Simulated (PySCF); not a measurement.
C3F3, SMILES C(C(F)(F)F)#[C] (connectivity only; charge and spin as stated), charge +1, multiplicity 1. Atoms are numbered in the order given.

```xyz
6

C      0.0000     0.0000     2.4501
C      0.0000     0.0000     1.2381
C      0.0000     0.0000    -0.3857
F      1.0820     0.6247    -0.7339
F      0.0000    -1.2493    -0.7339
F     -1.0820     0.6247    -0.7339
```
Charge +1, spin multiplicity 1.

Geometry optimised at ωB97X-D3(BJ)/def2-SVP. The spin state was assumed, not searched. The isomer is the one that the SMILES or the coordinates give; other isomers of the formula were not compared.

Computed with TDA-CAM-B3LYP/def2-SVPD in PySCF.

Vertical excitations; the highest root listed may be one member of a degenerate set. The molecule is in vacuum. State labels are in the subgroup Cs.

| state | symmetry | energy (eV) | λ (nm) | f | main pairs |
|---|---|---|---|---|---|
| S1 | A" | 2.32 | 535 | 0.000 | HOMO−3→LUMO 100 % |
| S2 | A' | 2.96 | 419 | 0.195 | HOMO−2→LUMO 89 % |
| S3 | A" | 3.26 | 381 | 0.002 | HOMO−4→LUMO (degenerate set) |
| S4 | A' | 3.26 | 381 | 0.002 | HOMO−5→LUMO (degenerate set) |
| S5 | A" | 4.13 | 300 | 0.009 | HOMO−7→LUMO (degenerate set) |
| S6 | A' | 4.13 | 300 | 0.009 | HOMO−6→LUMO (degenerate set) |
| S7 | A" | 7.07 | 175 | 0.000 | HOMO−1→LUMO+1 49 %, HOMO→LUMO+2 49 % |
| S8 | A" | 7.36 | 169 | 0.000 | HOMO→LUMO+2, HOMO−1→LUMO+1 (degenerate set) |
| S9 | A' | 7.36 | 169 | 0.000 | HOMO−1→LUMO+2, HOMO→LUMO+1 (degenerate set) |
| S10 | A" | 7.74 | 160 | 0.004 | HOMO−8→LUMO 99 % |
| T1 | A' | 0.51 | 2430 | 0 | HOMO−2→LUMO 97 % |
| T2 | A" | 2.24 | 554 | 0 | HOMO−3→LUMO 100 % |
| T3 | A" | 3.03 | 410 | 0 | HOMO−4→LUMO (degenerate set) |
| T4 | A' | 3.03 | 410 | 0 | HOMO−5→LUMO (degenerate set) |
Triplets are in the Tamm–Dancoff approximation.
